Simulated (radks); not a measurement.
Neutral hafnium inside a hard spherical wall (all orbitals vanish at R), configuration held at [Xe] 4f14 5d2 6s2 and not refilled when levels cross. All-electron calculation, scalar-relativistic Kohn-Sham, PBE, spin-polarised, spherical densities, point nucleus; open shells are filled with parallel spins first (spin-orbit coupling, left out, can overturn this in heavy ions). Program: a radial shooting solver on a logarithmic mesh with Libxc functionals. Eigenvalues in eV for spin up, with the zero of energy where the potential of the charges vanishes at infinity; a dash marks a level that is unbound or too diffuse for the functional's potential to be trusted. A positive occupied level is held by the wall or, in an anion where self-interaction has pushed it up, behind a barrier. The pressure on the wall is -dE/dV.

\begin{tabular}{lrrrrrrrrr}
R (bohr) & E (hartree) & kinetic (hartree) & e(5p) & e(4f) & e(6s) & e(5d) & e(6p, empty) & e(7s, empty) & pressure (GPa) \\ \hline
free & -15078.2367 & 16523.392 & -35.833 & -16.741 & -5.429 & -3.093 & -1.558 & - & 0 \\
20 & -15078.2367 & 16523.392 & -35.833 & -16.741 & -5.429 & -3.093 & -1.558 & - & < 0.0001 \\
15 & -15078.2367 & 16523.392 & -35.832 & -16.740 & -5.428 & -3.092 & -1.553 & 0.154 & < 0.0001 \\
12 & -15078.2366 & 16523.393 & -35.820 & -16.728 & -5.419 & -3.082 & -1.515 & 0.702 & 0.00192 \\
10 & -15078.2357 & 16523.401 & -35.754 & -16.660 & -5.372 & -3.025 & -1.380 & 1.745 & 0.0247 \\
7 & -15078.2118 & 16523.558 & -34.894 & -15.776 & -4.676 & -2.276 & -0.033 & 7.697 & 1.29 \\
6 & -15078.1630 & 16523.811 & -33.843 & -14.676 & -3.659 & -1.329 & 1.677 & 13.580 & 5.22 \\
5 & -15078.0139 & 16524.456 & -31.793 & -12.482 & -1.145 & 0.667 & 5.631 & 25.517 & 23.5 \\
4 & -15077.5160 & 16526.345 & -27.854 & -8.076 & 5.796 & 5.138 & 15.840 & 52.666 & 131 \\
2.5 & -15071.6099 & 16547.952 & -6.522 & 16.353 & 65.679 & 34.299 & 91.559 & 218.86 & 4550 \\
1.5 & -15015.9626 & 16725.890 & 118.74 & 117.44 & 416.80 & 194.02 & 477.10 & 937.97 & 180000 \\
\end{tabular}
